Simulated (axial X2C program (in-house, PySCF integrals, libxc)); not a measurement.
Working with the constants of AuCl

A bond curve at the CCSD(T) level, with spin–orbit coupling, was computed with an axial X2C code built on PySCF integrals (basis Au dyall-cv4z [15s16p10d7f7g], Cl dyall-av4z [10s9p4d3f2g] (cores contracted in-house)) for the state Ω = 0 (closed shell). Its fit gives Re = 2.2126 Å, ωe = 373.6 cm⁻¹, ωexe = 1.26 cm⁻¹ and αe = 5.315e-04 cm⁻¹; the masses are 196.9666 and 34.9689 u. Two-component means X2C with spin–orbit coupling and atomic mean-field Coulomb and Gaunt terms.

Correlated methods: 18 electrons correlated (number of frozen shells: Au 5 s, 4 p, 2 d, 1 f; Cl 2 s, 1 p), 430 virtual spin orbitals or spinors in MP2, 180 natural virtuals in coupled cluster.

(1) Find the reduced mass, Be and the force constant.

(2) Estimate De from a Morse curve and compare with the computed well depth of 2.912 eV to Au + Cl.

(3) Estimate the centrifugal constant by the Kratzer relation.

(4) Give B0, the J = 1←0 line in GHz and the most populated J at 300 K (kT = 208.5 cm⁻¹).

(5) A Morse curve ties αe to the other constants (Pekeris). How well does that hold?

Occupations by symmetry block were frozen at the best pattern of an incomplete PBE0 search. De is counted from the lowest determinant-based energies of the atoms at the same level, without counterpoise correction. CCSD and (T) use frozen natural virtuals with an MP2 correction for the truncation; (T) itself is uncorrected, so its De runs slightly low.

Results:

(1) From the CCSD(T) values: μ = 29.6966 u. Be = 16.8576/(μ Re²) = 0.116 cm⁻¹. k = 5.8918×10⁻⁷ μ ωe² = 2.44 mdyn/Å.

(2) De(Morse) = ωe²/(4ωexe) = 3.434 eV against 2.912 eV computed, a ratio of 1.18. The extrapolation overshoots: the well softens faster than a Morse curve, or the lowest atomic limit lies below the one to which the curve heads.

(3) D = 4Be³/ωe² = 4.47e-08 cm⁻¹.

(4) B0 = Be − αe/2 = 0.1157 cm⁻¹; 2B0 = 6.936 GHz; J(max) ≈ √(kT/2B0) − 1/2 = 29.5, so J = 30.

(5) αe(Morse) = 6Be²/ωe × (√(ωexe/Be) − 1) = 4.959e-04 cm⁻¹; the CCSD(T) curve gives 5.315e-04 cm⁻¹, a ratio of 0.93.
